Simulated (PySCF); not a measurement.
CH8FN3Si, SMILES N[Si](N)(CF)N.

The structure is a stationary point at PBE0-D3(BJ)/def2-SVP. The structure was generated by enumeration, and PubChem lists no compound with its InChIKey, so it may never have been made. One conformer was computed; it need not be the lowest.

These are PBE0-D3(BJ)/def2-SVP run with PySCF values and carry that method's errors.

Frequencies are harmonic and unscaled.

**Question.** Give all harmonic wavenumbers and intensities. (The exact figures need the calculation; the answer reports its results.)

**Answer.** 
| mode | ν (cm⁻¹) | IR (km/mol) | moving atoms (share of kinetic energy) |
|---|---|---|---|
| 1 | 64 | 0.8 | F 39 %, N 29 %, H 21 % |
| 2 | 138 | 1.4 | N 43 %, H 25 %, F 23 % |
| 3 | 188 | 6.7 | H 38 %, N 31 %, F 18 %, C 10 % |
| 4 | 233 | 1.9 | H 41 %, N 39 %, F 11 % |
| 5 | 254 | 9.1 | H 71 %, N 17 %, Si 8 % |
| 6 | 278 | 1.7 | H 49 %, N 33 %, Si 13 % |
| 7 | 292 | 7.9 | H 45 %, N 30 %, Si 15 % |
| 8 | 312 | 10.5 | H 75 %, N 20 % |
| 9 | 354 | 187.3 | H 84 %, N 15 % |
| 10 | 377 | 4.5 | H 31 %, F 26 %, Si 21 %, N 12 %, C 9 % |
| 11 | 397 | 97.0 | H 81 %, N 16 % |
| 12 | 416 | 179.2 | H 74 %, N 19 % |
| 13 | 460 | 192.6 | H 66 %, N 32 % |
| 14 | 655 | 1.4 | C 47 %, H 30 %, N 15 % |
| 15 | 724 | 0.9 | H 53 %, N 29 %, C 17 % |
| 16 | 769 | 8.6 | H 61 %, N 35 % |
| 17 | 782 | 3.1 | H 55 %, N 26 %, C 13 % |
| 18 | 820 | 3.8 | H 65 %, N 32 % |
| 19 | 862 | 137.4 | H 36 %, N 33 %, Si 30 % |
| 20 | 922 | 177.3 | Si 43 %, N 27 %, H 26 % |
| 21 | 948 | 209.3 | Si 46 %, N 29 %, H 25 % |
| 22 | 1077 | 84.5 | C 50 %, F 40 %, H 8 % |
| 23 | 1240 | 5.4 | H 91 % |
| 24 | 1309 | 2.9 | H 71 %, C 27 % |
| 25 | 1448 | 6.2 | H 94 % |
| 26 | 1530 | 61.7 | H 89 %, N 11 % |
| 27 | 1535 | 84.5 | H 88 %, N 11 % |
| 28 | 1545 | 42.2 | H 89 %, N 11 % |
| 29 | 3041 | 24.4 | H 95 % |
| 30 | 3104 | 25.2 | H 90 %, C 10 % |
| 31 | 3607 | 22.3 | H 96 % |
| 32 | 3612 | 24.9 | H 96 % |
| 33 | 3617 | 22.8 | H 96 % |
| 34 | 3706 | 23.8 | H 91 %, N 9 % |
| 35 | 3720 | 35.5 | H 91 %, N 9 % |
| 36 | 3721 | 27.4 | H 91 %, N 9 % |
